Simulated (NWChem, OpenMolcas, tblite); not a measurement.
C2HCl2Si (SMILES C#C[Si](Cl)Cl): the dipole moment, rung by rung

C2HCl2Si: 6 atoms, total charge 0, spin state doublet. As SMILES, `C#C[Si](Cl)Cl`. The coordinates come from a PBE0-D4/def2-TZVP relaxation.

Quantity: the dipole moment, in D. The values are calculated.

```
           level            kind     program  value (D)   CPU time
       IPEA1-xTB  semi-empirical      tblite       2.89  under 2 s
     UHF/cc-pVDZ    Hartree–Fock  OpenMolcas       2.37       11 s
  USVWN5/cc-pVDZ             LDA  OpenMolcas       1.75       21 s
    UPBE/cc-pVDZ             GGA  OpenMolcas       1.76       36 s
U-r2SCAN/cc-pVDZ        meta-GGA  OpenMolcas       1.93       45 s
   UTPSS/cc-pVDZ        meta-GGA  OpenMolcas       1.87       49 s
  UB3LYP/cc-pVDZ   global hybrid      NWChem       1.89    2.6 min
```

The values span 1.75 to 2.89 D. Magnitudes only. Times are those of the runs behind each value, whatever else they computed, on shared processors of several kinds: orders of magnitude only.
